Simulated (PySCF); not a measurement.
GaH7Si2, SMILES [SiH3][GaH][SiH3].

Coordinates come from a ωB97X-D3(BJ)/def2-SVP optimisation.

Two levels are set side by side: TDA-PBE/def2-SVPD (PySCF) and TDA-ωB97X/def2-SVPD (PySCF). Vertical, same geometry. The lowest singlet is HOMO→LUMO 99 % with PBE and HOMO→LUMO 98 % with the other functional; states are paired by order. Differences are taken from unrounded values.

```csv
quantity,TDA-PBE
lowest singlet excitation (eV),3.39
lowest triplet excitation (TDA) (eV),2.84
first bright state (f over 0.05) (eV),5.94
its oscillator strength,0.06
```

**Question.** These are the TDA-PBE values. What does TDA-ωB97X give? (An estimate is asked for; the answer gives what the named calculation found.)

**Answer.** 
| quantity | TDA-ωB97X | TDA-PBE minus TDA-ωB97X |
|---|---|---|
| lowest singlet excitation (eV) | 3.76 | -0.37 |
| lowest triplet excitation (TDA) (eV) | 3.20 | -0.36 |
| first bright state (f over 0.05) (eV) | 6.68 | -0.74 |
| its oscillator strength | 0.08 | -0.02 |

A lower first singlet is the usual sign of a functional without exact exchange. Differences between two approximate levels are no errors against the true value.

Rough cost on one machine, each run with all the roots and properties that it gave: TDA-ωB97X against TDA-PBE about 4 times.
